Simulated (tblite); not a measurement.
Input of a run (GFN2-xTB geometry optimisation, gas phase (tblite 0.8.0)), started from a force field or distance geometry:
```
{"job": {"kind": "relax", "xc": "GFN2-xTB", "basis": "xTB"}, "charge": 0, "multiplicity": 1}
C     -2.029400     1.438900    -0.511700
C     -1.798300     0.811200     0.810900
C     -1.568200    -0.498200     1.082100
C     -1.583100    -1.640100     0.097900
F     -2.273700    -2.681400     0.692200
Si     0.098400    -2.310700    -0.383000
S      1.200200    -0.831600    -1.526900
C      2.046000     0.156300    -0.242400
Si     2.955800     1.557200    -1.033900
H     -1.991200     0.734600    -1.338100
H     -1.292500     2.218600    -0.690400
H     -3.030800     1.906700    -0.519700
H     -1.793900     1.499800     1.673100
H     -1.424000    -0.784600     2.116700
H     -2.142700    -1.383200    -0.797100
H      0.936700    -2.642100     0.818100
H     -0.012500    -3.514800    -1.236200
H      2.734800    -0.495700     0.302400
H      1.304100     0.542600     0.470100
H      2.027600     2.480400    -1.742200
H      3.629100     2.365800     0.021900
H      3.997300     1.089600    -1.977500
```

Output (eV, eV/Å):
```
step      E/eV     max force
  0    -782.30181    1.986
  1    -782.43281    1.396
  2    -782.46829    0.454
  3    -782.47598    0.227
  4    -782.48117    0.166
  5    -782.48462    0.182
  6    -782.48799    0.157
  7    -782.49011    0.115
  8    -782.49187    0.096
  9    -782.49352    0.090
 10    -782.49520    0.097
 11    -782.49677    0.093
 12    -782.49814    0.104
 13    -782.49920    0.082
 14    -782.49997    0.065
 15    -782.50058    0.058
 16    -782.50121    0.065
 17    -782.50200    0.081
 18    -782.50290    0.081
 19    -782.50368    0.071
 20    -782.50418    0.050
 21    -782.50453    0.048
 22    -782.50487    0.045
 23    -782.50527    0.056
 24    -782.50569    0.054
 25    -782.50610    0.059
 26    -782.50652    0.054
 27    -782.50698    0.068
 28    -782.50747    0.067
 29    -782.50791    0.051
 30    -782.50829    0.049
 31    -782.50866    0.045
 32    -782.50908    0.058
 33    -782.50960    0.052
 34    -782.51022    0.068
 35    -782.51097    0.061
 36    -782.51193    0.086
 37    -782.51315    0.103
 38    -782.51437    0.076
 39    -782.51524    0.052
 40    -782.51582    0.047
 41    -782.51633    0.055
 42    -782.51695    0.059
 43    -782.51765    0.074
 44    -782.51829    0.059
 45    -782.51879    0.043
 46    -782.51922    0.042
 47    -782.51964    0.046
 48    -782.52003    0.038
 49    -782.52036    0.037
 50    -782.52069    0.052
 51    -782.52108    0.064
 52    -782.52151    0.058
 53    -782.52190    0.041
 54    -782.52221    0.037
 55    -782.52249    0.048
 56    -782.52282    0.055
 57    -782.52324    0.051
 58    -782.52372    0.059
 59    -782.52423    0.045
 60    -782.52473    0.047
 61    -782.52517    0.048
 62    -782.52551    0.038
 63    -782.52579    0.036
 64    -782.52605    0.034
 65    -782.52634    0.045
 66    -782.52665    0.045
 67    -782.52696    0.040
 68    -782.52723    0.036
 69    -782.52742    0.029
 70    -782.52755    0.021
 71    -782.52764    0.021
 72    -782.52771    0.018
 73    -782.52778    0.018
 74    -782.52785    0.019
 75    -782.52792    0.023
 76    -782.52800    0.028
 77    -782.52809    0.023
 78    -782.52816    0.017
 79    -782.52822    0.016
 80    -782.52828    0.022
 81    -782.52836    0.028
 82    -782.52843    0.023
 83    -782.52850    0.018
 84    -782.52855    0.017
 85    -782.52861    0.015
 86    -782.52866    0.013
 87    -782.52870    0.012
 88    -782.52874    0.016
 89    -782.52879    0.016
 90    -782.52887    0.022
 91    -782.52898    0.026
 92    -782.52907    0.021
 93    -782.52912    0.015
 94    -782.52917    0.015
 95    -782.52924    0.019
 96    -782.52934    0.028
 97    -782.52944    0.031
 98    -782.52954    0.025
 99    -782.52965    0.021
100    -782.52979    0.026
101    -782.52998    0.030
102    -782.53019    0.037
103    -782.53040    0.042
104    -782.53062    0.038
105    -782.53084    0.032
106    -782.53103    0.024
107    -782.53116    0.024
108    -782.53125    0.026
109    -782.53132    0.023
110    -782.53140    0.021
111    -782.53149    0.023
112    -782.53156    0.018
113    -782.53162    0.017
114    -782.53167    0.014
115    -782.53172    0.014
116    -782.53177    0.013
117    -782.53179    0.014
118    -782.53181    0.013
119    -782.53184    0.012
120    -782.53186    0.014
121    -782.53190    0.011
122    -782.53192    0.010
```

Summarise the run.

The energy falls by 5.3 kcal/mol over 122 L-BFGS steps, the largest force on an atom goes from 1.99 to 0.010 eV/Å, and the atoms move by 0.274 Å rms after alignment. The bond that changes most is C4–Si6 (sp3 C–F carbon to SiH2 silicon), which lengthens by 0.060 Å. Bonds longer at the end by more than 0.005 Å: 6 of 21; shorter: 12. Among the angles that change most is H16–Si6–H17, from 108.9° to 114.4°. Among the dihedrals that turn most is C2–C3–C4–H15, from -21° to -35°. The energy never rose by more than 1e-5 eV on the way. The first step brought 57 % of the lowering.

What are the final bond lengths?

C1–C2 1.493 Å, C2=C3 1.326 Å, C3–C4 1.491 Å, C4–F5 1.394 Å, C4–Si6 1.933 Å, Si6–S7 2.141 Å, S7–C8 1.834 Å, C8–Si9 1.905 Å, C1–H10 1.086 Å, C1–H11 1.090 Å, C1–H12 1.090 Å, C2–H13 1.083 Å, C3–H14 1.082 Å, C4–H15 1.096 Å, Si6–H16 1.459 Å, Si6–H17 1.453 Å, C8–H18 1.088 Å, C8–H19 1.087 Å, Si9–H20 1.461 Å, Si9–H21 1.465 Å, Si9–H22 1.459 Å. Numbering counts from 1 in the input's order; the species is `C/C=C\[C@H](F)[SiH2]SC[SiH3]`.

On one thread of an Intel Xeon at 2.50 GHz, shared host with 64 logical CPUs at a one-minute load of 63, this took 4.7 s of wall time.

Its GFN2-xTB frequencies are all real (lowest 15 cm⁻¹). The numbers are those of one conformer.

The numbers are calculated, not measured.
